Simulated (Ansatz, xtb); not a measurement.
Two isomers of ClFGeH4Si

Structure I is `F[Si@@H](Cl)[GeH3]`, a singlet and structure II is `F[SiH2][GeH2][Cl]`, a singlet. Both are isolated molecules in the gas phase, relaxed with PBE0-D3(BJ)/def2-SVP; the shapes shown needn't be the lowest conformers.

I (Å):

```xyz
8

Cl    1.9504   -1.6417    2.6030
F     0.9658   -2.0951   -0.1842
Ge    1.9795    1.0056    0.1528
Si    0.9081   -0.9485    0.9640
H    -0.5159   -0.7875    1.3591
H     1.9482    2.0869    1.2458
H     3.4385    0.6687   -0.1910
H     1.2627    1.5319   -1.1023
```

II (Å):

```yaml
atoms:
  - { symbol: Cl, position_ang: [3.0229, -2.2172, 0.7638] }
  - { symbol: F, position_ang: [-0.1698, -0.5650, -1.1658] }
  - { symbol: Ge, position_ang: [2.8890, -0.2102, -0.0630] }
  - { symbol: Si, position_ang: [0.5744, 0.3482, -0.0420] }
  - { symbol: H, position_ang: [-0.0130, 0.0454, 1.2921] }
  - { symbol: H, position_ang: [0.3646, 1.7831, -0.3923] }
  - { symbol: H, position_ang: [3.5012, -0.2635, -1.4721] }
  - { symbol: H, position_ang: [3.7301, 0.7039, 0.8462] }
```

Q: Estimate E(II) − E(I) at the level CCSD(T)/def2-SVP + ΔMP2/def2-TZVPP.

A: Calculated at CCSD(T)/def2-SVP + ΔMP2/def2-TZVPP: E(II) − E(I) = +8.9 kcal/mol, so structure I lies lower.

The same difference at several levels:

| level | geometry | E(II) − E(I) (kcal/mol) | departure from the last row (kcal/mol) | job, with rough time for the two |
| --- | --- | --- | --- | --- |
| GFN2-xTB | GFN2-xTB | −8.6 | −17.5 | optimisation, 0.14 s |
| HF/STO-3G | GFN2-xTB | +4.7 | −4.2 | single point, 0.42 s |
| r2SCAN-D4/def2-SVP | GFN2-xTB | +9.5 | +0.6 | single point, 2 s |
| PBE0-D3(BJ)/def2-SVP | PBE0-D3(BJ)/def2-SVP | +9.0 | +0.1 | optimisation, 32 s |
| HF/def2-SVP | PBE0-D3(BJ)/def2-SVP | +6.5 | −2.4 | part of the CCSD(T) run |
| MP2/def2-SVP | PBE0-D3(BJ)/def2-SVP | +9.3 | +0.4 | part of the CCSD(T) run |
| CCSD(T)/def2-SVP | PBE0-D3(BJ)/def2-SVP | +8.9 | 0.0 | single point |
| CCSD(T)/def2-SVP + ΔMP2/def2-TZVPP | PBE0-D3(BJ)/def2-SVP | +8.9 |  | single point, 23 s |

As drawn, II has 1 Cl–Ge, 1 Si–H in place of 1 Cl–Si, 1 Ge–H.

GFN2-xTB puts the two in the other order. The largest departure from CCSD(T)/def2-SVP + ΔMP2/def2-TZVPP is that of GFN2-xTB, 17.5 kcal/mol. The last row adds to CCSD(T) the change of the MP2 difference between the two basis sets, here 0.0 kcal/mol.

With harmonic frequencies from PBE0-D3(BJ)/def2-SVP (ideal gas, rigid rotor, one conformer each, 298.15 K, 1 atm): on the last row, ΔE + ΔZPE = +9.2 kcal/mol. A mode under 50 cm⁻¹ makes harmonic enthalpies and free energies unreliable, so none is given.

The correlated steps freeze 20 core orbitals; the filled d shell of Ge is correlated, in a basis made for valence electrons. Programs: Ansatz 0.2.0, xtb 6.7.1; the last row on 2 threads of Intel(R) Xeon(R) 6975P-C (Granite Rapids) on a shared host.
